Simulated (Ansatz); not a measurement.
Ansatz results at the PBE0-D4/def2-TZVP geometry: size of the dipole moment (B3LYP/def2-TZVPP) 3.92 D; LUMO energy (PBE0/def2-TZVPP) -1.05 eV; LUMO energy (B3LYP/def2-TZVPP) -1.26 eV.

Task: Which molecule gave them?
A. `O[SiH2]C1=NC1`
B. `[CH3][Al]1[S][CH]1F`
C. `N[SiH2]O[SiH2][SiH3]`
D. `[NH2][GeH2][CH2]F`

Result: B. The others give `O[SiH2]C1=NC1`: 1.40, -1.10, -1.33; `[NH2][GeH2][CH2]F`: 1.39, 0.48, 0.16; `N[SiH2]O[SiH2][SiH3]`: 1.44, -0.12, -0.28.

B3LYP here is the variant with VWN-RPA as its local correlation; programs differ in this.
